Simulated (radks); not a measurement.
Trend from Lu2+ to Hg2+: ionisation energy by Delta-SCF between NIST ground configurations, and size. All-electron calculation, Dirac Kohn-Sham, PBE, spin-unpolarised, spherical densities, finite nucleus; open shells fill j = l - 1/2 first; Fermi nuclear charge, rms radius of each element as measured or else 0.836 A^(1/3) + 0.57 fm. Program: a radial shooting solver on a logarithmic mesh with Libxc functionals.

| species | configuration | IE (eV) | NIST (eV) | kind | -e(HOMO) (eV) | outermost | <r> outermost (bohr) |
|---|---|---|---|---|---|---|---|
| Lu2+ | [Xe] 4f14 6s1 | 21.064 | 20.959 | exp. | 17.574 (6s1/2) | 6s1/2 | 3.06 |
| Hf2+ | [Xe] 4f14 5d2 | 22.057 | 22.55 | theory | 16.901 (5d3/2) | 5d3/2 | 2.09 |
| Ta2+ | [Xe] 4f14 5d3 | 23.864 | 23 | theory | 18.507 (5d3/2) | 5d3/2 | 1.96 |
| W2+ | [Xe] 4f14 5d4 | 25.645 | 26.0 | semi-emp. | 20.078 (5d3/2) | 5d3/2 | 1.86 |
| Re2+ | [Xe] 4f14 5d5 | 26.426 | 27 | theory | 20.774 (5d5/2) | 5d5/2 | 1.82 |
| Os2+ | [Xe] 4f14 5d6 | 28.125 | 25 | theory | 22.262 (5d5/2) | 5d5/2 | 1.73 |
| Ir2+ | [Xe] 4f14 5d7 | 29.797 | 28 | theory | 23.726 (5d5/2) | 5d5/2 | 1.65 |
| Pt2+ | [Xe] 4f14 5d8 | 31.449 | 29 | theory | 25.171 (5d5/2) | 5d5/2 | 1.58 |
| Au2+ | [Xe] 4f14 5d9 | 33.083 | 30 | theory | 26.602 (5d5/2) | 5d5/2 | 1.52 |
| Hg2+ | [Xe] 4f14 5d10 | 34.704 | 34.49 | exp. | 28.022 (5d5/2) | 5d5/2 | 1.47 |

Reference values: NIST Atomic Spectra Database (exp. = measured, semi-emp. = semi-empirical, theory = theoretical value adopted there). Spin polarisation and multiplet splitting are left out, so open shells lie too high by an amount that depends on their filling.

Beside tabulated values, note that spin-unpolarised runs miss the spin-polarisation part of the exchange energy of open shells.
